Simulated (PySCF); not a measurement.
## Worked example: entropy of an ideal gas

C4H4O2, SMILES Oc1ccco1.

Coordinates come from a PBE0-D3(BJ)/def2-SVP optimisation. The values are those of a single conformer.

PBE0-D3(BJ)/def2-SVP run with PySCF 2.14.0 gives the harmonic wavenumbers 264, 306, 447, 617, 681, 707, 724, 764, 880, 903, 996, 1026, 1115, 1167, 1216, 1278, 1362, 1517, 1604, 1694, 3275, 3287, 3318, 3913 cm⁻¹ and the rotational temperatures 0.4415, 0.1819, 0.1288 K. The molar mass is 84.07 g/mol, the symmetry number 1, the spin multiplicity 1.

Question: Work out the entropy at 298.15 K and 1 atm in the rigid-rotor, harmonic-oscillator model.

Answer: 
Translation (Sackur–Tetrode at 1 atm): S = R[1.5 ln M + 2.5 ln T − 1.16487] = 164.0 J/(mol K).
Rotation: q = (√π/σ) T^1.5/√(θA θB θC) = 89700, S = R[ln q + 3/2] = 107.3 J/(mol K).
Vibration: with u = 1.4388 ν/T, each mode gives R[u/(e^u − 1) − ln(1 − e^−u)]:
```csv
ν (cm⁻¹),modes,u,S (J/(mol K))
264,1,1.27,6.84
306,1,1.48,5.79
447,1,2.16,3.37
617,1,2.98,1.76
681,1,3.29,1.38
707,1,3.41,1.25
724,1,3.49,1.17
764,1,3.69,1.00
880,1,4.25,0.63
903,1,4.36,0.58
996,1,4.81,0.40
1026,1,4.95,0.35
1115,1,5.38,0.25
1167,1,5.63,0.20
1216,1,5.87,0.16
1278,1,6.17,0.13
1362,1,6.57,0.09
1517,1,7.32,0.05
1604,1,7.74,0.03
1694,1,8.17,0.02
```
The stiffer modes add less than 0.005 each. Sum 25.4 J/(mol K).
Spin: R ln 1 = 0.0 J/(mol K).
Total 296.7 J/(mol K); the program's own thermochemistry gives 296.7. Translation makes up 55 % and vibration 9 %. Anharmonicity, hindered rotation and orbital degeneracy are left out.
